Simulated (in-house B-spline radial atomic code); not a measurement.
**Binding energies in Pd V (Pd4+)**

NIST's tabulated ground configuration is [Kr] 4d6; each binding energy is the energy of the ion with one electron taken from that subshell, relaxed, less that of the parent. All numbers are computed (Dirac-Hartree-Fock, average of configuration; Fermi nucleus of rms radius 4.5318 fm) with a radial B-spline atomic code at the basis-set limit, not measured. Energies include first-order Breit, QED and recoil terms.

```tsv
subshell	X-ray name	binding energy (eV)	-ε (eV)	relaxation (eV)
1s	K	24421.4	24553.9	59.4
2s	L1	3682.8	3720.2	30.1
2p1/2	L2	3403.7	3444.0	33.3
2p3/2	L3	3246.5	3283.8	32.3
3s	M1	744.3	756.3	10.9
3p1/2	M2	633.8	646.1	11.2
3p3/2	M3	605.7	617.2	10.9
4s	N1	160.7	163.2	2.3
4p1/2	N2	123.6	125.8	2.0
4p3/2	N3	118.9	120.9	1.9
4d	N4,5	64.01	65.23	1.23
```

Relaxation = -ε minus the binding energy without Breit, QED and recoil terms.

Emission lines follow as differences of binding energies, with λ = 12398.42 eV·Å / E:

```json
{"line": "K-L3", "holes": "1s → 2p3/2", "energy (eV)": "21174.9", "wavelength (Å)": "0.58552"}
{"line": "K-L2", "holes": "1s → 2p1/2", "energy (eV)": "21017.7", "wavelength (Å)": "0.5899"}
{"line": "K-M3", "holes": "1s → 3p3/2", "energy (eV)": "23815.7", "wavelength (Å)": "0.5206"}
{"line": "L1-M3", "holes": "2s → 3p3/2", "energy (eV)": "3077.1", "wavelength (Å)": "4.0293"}
{"line": "L3-M1", "holes": "2p3/2 → 3s", "energy (eV)": "2502.2", "wavelength (Å)": "4.955"}
```

(1) What screening constant σ does Moseley's law, E = (3/4)·13.6057 eV·(Z - σ)², need for K-L3?

Moseley's non-relativistic formula needs a falling, then negative, screening constant for heavy elements, because relativity binds the 1s electron more strongly than the formula allows.

(2) What does it cost to remove both a 1s and a 4d electron?

(3) What does it cost to remove both a 1s and a 2p3/2 electron?

(4) What does it cost to remove two 4p1/2 electrons?

## Answers

(1) σ = 0.45.

(2) 24506 eV, which is 20.97 eV more than the two single binding energies together.

(3) 27858 eV, which is 190.6 eV more than the two single binding energies together.

(4) 268.17 eV, which is 20.98 eV more than the two single binding energies together.
